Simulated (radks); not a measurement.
Results of a calculation; reference values are marked as such.
Spin polarisation of the 4d9 shell in Pd+. Start: [Kr] 4d(up 4.5, down 4.5); electrons of 4d are moved from spin down to spin up, other shells keep equal spins. Level of theory: non-relativistic Kohn-Sham, BLYP, spin-polarised, spherical densities, point nucleus (a radial shooting solver on a logarithmic mesh with Libxc functionals).

moment (Bohr magnetons) = 0: E - E(0) (eV) 0.000; e(4d up) (eV) -14.773; e(4d down) (eV) -14.773; 4p down minus up (eV) 0.000
moment (Bohr magnetons) = 0.25: E - E(0) (eV) -0.010; e(4d up) (eV) -14.852; e(4d down) (eV) -14.692; 4p down minus up (eV) 0.177
moment (Bohr magnetons) = 0.5: E - E(0) (eV) -0.040; e(4d up) (eV) -14.929; e(4d down) (eV) -14.609; 4p down minus up (eV) 0.354
moment (Bohr magnetons) = 0.75: E - E(0) (eV) -0.090; e(4d up) (eV) -15.004; e(4d down) (eV) -14.523; 4p down minus up (eV) 0.532
moment (Bohr magnetons) = 1: E - E(0) (eV) -0.160; e(4d up) (eV) -15.077; e(4d down) (eV) -14.436; 4p down minus up (eV) 0.708

At moment 1 the spin-polarisation energy is -0.160 eV and the 4d exchange splitting 0.641 eV, that is 0.641 eV per Bohr magneton; E = -I m^2/4 would give I = 0.641 eV.
